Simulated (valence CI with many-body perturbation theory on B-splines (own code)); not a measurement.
# Valence orbitals of Mn¹²⁺

Computed by relativistic CI+MBPT: three valence electrons over a frozen Dirac-Fock core [Ne], a basis of 11 s, 11 p, 10 d, 8 f, 5 g, 2 h functions for each j, with the one-electron correlation potential Σ1, the two-electron term Σ2, the three-electron term Σ3, Breit, model QED; selected CI, second order for the rest, scaled by the run's own slope (own B-spline code, finite nucleus).

No measured spectrum was set against this ion. As an estimate, levels of excited configurations hold to 0.05 to 0.15 % of their energy, terms of the ground configuration to about 0.5 %.

These are the spectroscopic orbitals of the CI (the correlating ones are not listed), shaped by the core and the other valence electrons. h is the expectation value of the core's Dirac-Fock operator, without the valence repulsion; Σ1 is computed up to l = 3 at one energy for each symmetry, that of its lowest orbital but kept below the first core excitation, so for empty shells it is not the orbital's own correlation shift; Breit and QED include the response of the core.

```csv
Orbital,h (hartree),Σ1 (cm⁻¹),Breit (cm⁻¹),QED (cm⁻¹),⟨r⟩ (bohr)
3s1/2,-15.954,-5103,758,497,0.7362
4s1/2,-8.3564,-1553,275,184,1.426
5s1/2,-5.1318,-666,125,84.0,2.362
6s1/2,-3.4719,-353,68.0,45.8,3.523
7s1/2,-2.5047,-210,41.1,27.7,4.913
8s1/2,-1.892,-136,26.7,18.0,6.534
3p1/2,-14.762,-5772,1188,-46.3,0.7326
4p1/2,-7.8734,-1756,431,-16.4,1.464
5p1/2,-4.8966,-788,205,-7.7,2.425
6p1/2,-3.3396,-425,114,-4.3,3.616
7p1/2,-2.423,-257,69.8,-2.6,5.037
8p1/2,-1.8381,-167,45.8,-1.7,6.688
3p3/2,-14.682,-5664,736,-8.6,0.7372
4p3/2,-7.8424,-1733,263,-2.8,1.470
5p3/2,-4.8815,-779,125,-1.3,2.433
6p3/2,-3.3311,-421,69.0,-0.7,3.626
7p3/2,-2.4177,-254,42.2,-0.4,5.048
8p3/2,-1.8346,-165,27.7,-0.3,6.701
3d3/2,-13.055,-6350,371,-23.3,0.6877
4d3/2,-7.2366,-1766,139,-8.5,1.470
5d3/2,-4.5895,-786,68.1,-4.1,2.475
6d3/2,-3.1675,-424,38.3,-2.3,3.709
7d3/2,-2.3169,-256,23.6,-1.4,5.173
3d5/2,-13.044,-6280,132,-15.4,0.6887
4d5/2,-7.2316,-1744,49.2,-5.4,1.472
5d5/2,-4.5868,-776,24.0,-2.6,2.477
6d5/2,-3.166,-419,13.5,-1.4,3.711
7d5/2,-2.3159,-253,8.3,-0.9,5.176
4f5/2,-6.9718,-918,4.6,-1.1,1.339
5f5/2,-4.4556,-480,3.4,-0.7,2.368
6f5/2,-3.0908,-279,2.3,-0.4,3.627
7f5/2,-2.2689,-176,1.5,-0.3,5.116
4f7/2,-6.9701,-915,-0.9,0.0,1.339
5f7/2,-4.4547,-478,-0.6,-0.1,2.369
6f7/2,-3.0903,-277,-0.4,-0.1,3.627
7f7/2,-2.2685,-175,-0.3,-0.1,5.117
5g7/2,-4.4265,,0.0,-0.2,2.106
6g7/2,-3.0746,,0.0,-0.1,3.370
7g7/2,-2.2588,,0.0,-0.1,4.867
5g9/2,-4.426,,0.0,0.1,2.106
6g9/2,-3.0743,,0.0,0.1,3.371
7g9/2,-2.2586,,0.0,0.0,4.867
6h9/2,-3.0702,,,,2.998
6h11/2,-3.07,,,,2.999
```

Among the shells of the start configuration 3s2 3p1, Σ1 is largest in size for 3p1/2, where it is 0.18 % of h.

Lowest root of each symmetry, sizes in configuration state functions:

```csv
J,Parity,Roots,Reference,Variational,Second order,Change by selected CI (cm⁻¹),Change by second order (cm⁻¹)
1/2,even,17,100,11953,28868,-1194,0
3/2,even,23,152,19647,48793,-1162,0
5/2,even,20,154,21785,65955,-1182,0
7/2,even,10,115,15650,78831,-2536,-1
9/2,even,5,75,11069,48176,-2805,-2
11/2,even,1,31,6245,52289,-11819,-14
1/2,odd,18,92,12383,26382,-2536,0
3/2,odd,27,145,19317,51099,-2524,0
5/2,odd,22,141,20765,77992,-1899,-1
7/2,odd,15,106,18759,81270,-2070,-1
9/2,odd,7,57,12802,67844,-2057,-2
11/2,odd,3,24,10194,54206,-3742,-2
```
